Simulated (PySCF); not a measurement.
1,3,5-trifluorobenzene, C₆H₃F₃.
Bonds: F1–C2, C2–C3 (aromatic), C3–C4 (aromatic), C4–F5, C4–C6 (aromatic), C6–C7 (aromatic), C7–F8, C7–C9 (aromatic), C2–C9 (aromatic). Hydrogens: H10 on C3; H11 on C6; H12 on C9.

Method: PBE0-D3(BJ)/def2-TZVP geometry optimisation, gas phase in PySCF 2.14.0; density fitting, grid level 2; the optimiser is geomeTRIC in internal coordinates, started from a GFN2-xTB structure with every atom displaced at random (about 0.01 Å).

Step 2: E = -14411.9255 eV
```
atom  x, y, z in Å  |  force x, y, z in eV/Å
F1     -0.6094    2.4044   -1.0754    0.122  -0.231  -0.260
C2     -0.3204    1.1956   -0.5906   -0.080  -0.244   0.552
C3      0.8821    0.5893   -0.9037    0.390  -0.177  -0.915
C4      1.1737   -0.6480   -0.3511   -0.016   0.177   1.142
F5      2.3059   -1.3178   -0.6077   -0.250   0.572  -0.422
C6      0.3745   -1.1793    0.6415   -0.537  -0.301  -0.192
C7     -0.8334   -0.5520    0.9041    0.101  -0.165  -0.195
F8     -1.6600   -1.1170    1.7836   -0.019   0.029   0.057
C9     -1.2298    0.6125    0.2767    0.137   0.148   0.061
H10     1.5360    1.0217   -1.6465    0.115   0.148   0.029
H11     0.6304   -2.1131    1.1224    0.011   0.010   0.044
H12    -2.1911    1.0672    0.4707    0.027   0.035   0.101
```

Step 3: E = -14412.0242 eV
```
atom  x, y, z in Å  |  force x, y, z in eV/Å
F1     -0.5974    2.3525   -1.1448   -0.215   0.026  -0.031
C2     -0.3146    1.1777   -0.5834    0.183   0.118   0.001
C3      0.8903    0.5914   -0.9132   -0.023  -0.314  -0.135
C4      1.1709   -0.6206   -0.3047    0.260   0.237  -0.003
F5      2.3158   -1.2261   -0.6318   -0.090  -0.068   0.099
C6      0.3495   -1.2065    0.6402   -0.154  -0.062  -0.184
C7     -0.8501   -0.5709    0.9092    0.085   0.102  -0.070
F8     -1.6876   -1.1256    1.7877    0.062   0.044  -0.078
C9     -1.2133    0.6208    0.3063   -0.057  -0.013   0.053
H10     1.5526    1.0232   -1.6600   -0.107  -0.053   0.241
H11     0.6042   -2.1474    1.1034    0.037  -0.042   0.049
H12    -2.1620    1.0949    0.5151    0.019   0.025   0.059
```

**Question.** Estimate the geometry and energy of step 4. (The exact step hangs on the optimiser's Hessian estimate; all steps are aligned on step 3, rigid shifts and turns removed.)

**Answer.** E = -14412.0372 eV, largest force 0.197 eV/Å
```
atom  x, y, z in Å  |  force x, y, z in eV/Å
F1     -0.6485    2.3354   -1.1717    0.124  -0.013  -0.056
C2     -0.3142    1.1822   -0.5922   -0.077  -0.043   0.077
C3      0.8868    0.5805   -0.9160   -0.109   0.117  -0.114
C4      1.1764   -0.6194   -0.2962    0.141   0.052  -0.032
F5      2.3315   -1.2110   -0.6024    0.004  -0.095   0.037
C6      0.3394   -1.2232    0.6213    0.005   0.060  -0.116
C7     -0.8442   -0.5656    0.8970    0.002  -0.039   0.083
F8     -1.6779   -1.1226    1.7750   -0.082   0.026   0.023
C9     -1.2008    0.6358    0.3148   -0.045  -0.090   0.043
H10     1.5590    1.0170   -1.6415    0.027   0.004   0.030
H11     0.5895   -2.1663    1.0869   -0.001   0.025   0.011
H12    -2.1385    1.1206    0.5488    0.012  -0.003   0.014
```

The energy changes by -0.0130 eV. The first-order estimate −F·Δx gives -0.0338 eV and the mean of the old and new forces, exact on a quadratic surface, -0.0131 eV. The step makes an angle of 64° with the force vector and moves no atom by more than 0.060 Å.

The cost below is that of the whole optimisation. The run took 5.6 min on one thread of an Arm Neoverse V2, shared host with 192 logical CPUs at a one-minute load of 36, and the process peaked at 1.7 GiB of memory.
